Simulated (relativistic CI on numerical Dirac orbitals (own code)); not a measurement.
Computed by Dirac-Coulomb-Breit CI, separate exchange-only KLI orbitals for each configuration, model QED, unscaled Slater integrals (own radial code, finite nucleus).

The strongest absorption lines from the ground level of an ion, among the configurations computed and to levels below about 235 eV (vacuum wavelength in Å, gf): 52.713 (0.067), 61.591 (0.19), 63.739 (0.11), 64.600 (0.053), 65.332 (0.29), 65.509 (0.19), 66.362 (0.34), 69.100 (0.13).

(1) Which ion is it?
A. Re XXXIII
B. Re XXXVII
C. Tm XXIX
D. Re XXXV

Results:

(1) D. Re XXXV has 41 electrons and the ground level 4s²4p⁶4d⁵ ⁴P5/2; the strongest line goes to 4s²4p⁵4d⁶ ⁶P°5/2. The pattern of lines fixes the number of electrons, and along that sequence the line energies rise steadily with the charge (about as its square where n changes within one kind of shell, about linearly where n is kept but much faster in heavy ions where fine structure, which grows about as Z⁴, sets the gap, and irregularly where shells cross), which fixes Z. Configurations outside the model, such as inner-shell arrays, can give stronger lines. At this charge energies of transitions that change n are usually good to better than 1 %, and those within a shell (Δn = 0) to a few per cent. Terms inside the open d or f shell come out 10 to 20 % too wide with unscaled integrals.

LS names give the leading component of a level, which can be under half, so a name can repeat, a term be missing and a line seem to break the LS rules.
